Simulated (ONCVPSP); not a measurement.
## What one change does to a pseudopotential (barium (Ba), ONCV)

```json
{"Element": "Ba (Z = 56)", "Generator": "ONCVPSP 4.0.1", "Type": "optimised norm-conserving Vanderbilt (ONCV)", "Functional": "PBE", "Relativity": "scalar-relativistic", "Frozen core": "[Kr] 4d10", "Valence charge": "10", "Reference configuration": "5s2 5p6 6s2", "Partial waves": "5s+6s: rc 2.80 bohr, ncon 4, nbas 8, qcut 4.2 1/bohr, 2 projectors; 5p: rc 2.55 bohr, ncon 3, nbas 7, qcut 6.7 1/bohr, 2 projectors, debl 2.2 Ha; d scattering state at 0.4 Ha: rc 2.50 bohr, ncon 4, nbas 8, qcut 4.6 1/bohr, 2 projectors, debl 3.1 Ha", "Local potential": "polynomial inside 2.15 bohr (lpopt 5, dvloc0 0 Ha)", "Core correction": "none"}
```

In the d channel the program set the typed energies aside and used 0.050, 3.150 Ha.

Change: all radii scaled by about 1.32 (s 3.70, p 3.36, d 3.30 bohr); local potential polynomial inside 2.84 bohr (lpopt 5, dvloc0 0 Ha). In the d channel the program set the typed energies aside and used -0.074, 3.026 Ha.

Cutoffs: the cutoffs (Ha) at which the residual kinetic energy of the hardest occupied pseudo-wave falls to 1 and 0.1 mHa per electron; they do not see the model core or the augmentation charge, which bear on the density cutoff. Errors are all-electron minus pseudo energies relative to the spin-unpolarised reference configuration.

**Question.** How do hardness, ghosts and transferability respond?

**Answer.** The potential gets softer (12 Ha and 15 Ha → 4.3 Ha and 7.8 Ha); of the 4 tests that both files solve, the error grows in 4 and shrinks in 0 by more than 15 % and 0.3 meV (median size 1.8 → 7.2 meV); neither file shows a bound ghost. A larger radius leaves more room for a smooth pseudo-wave, so fewer plane waves are needed. More of the atom is replaced by a form fitted at one configuration, so other configurations suffer.

```csv
quantity,base,changed
"cutoff, loose",12 Ha,4.3 Ha
"cutoff, tight",15 Ha,7.8 Ha
loose cutoff by channel,"s 5.7 Ha, p 12 Ha","s 2.7 Ha, p 4.3 Ha"
bound ghosts,none,none
GHOST(+) flags under 300 eV,s at 76.3 eV,none
"error for 5s2 5p6 6s1, meV [ΔE 5.36 eV]",-0.7,+11
"error for 5s2 5p6 6s0, meV [ΔE 15.34 eV]",-2.8,+3.4
"error for 5s2 5p6 6s1.5, meV [ΔE 2.14 eV]",-0.3,+2.3
"error for 5s2 5p5 6s2, meV [ΔE 23.28 eV]",-7.4,+307
```
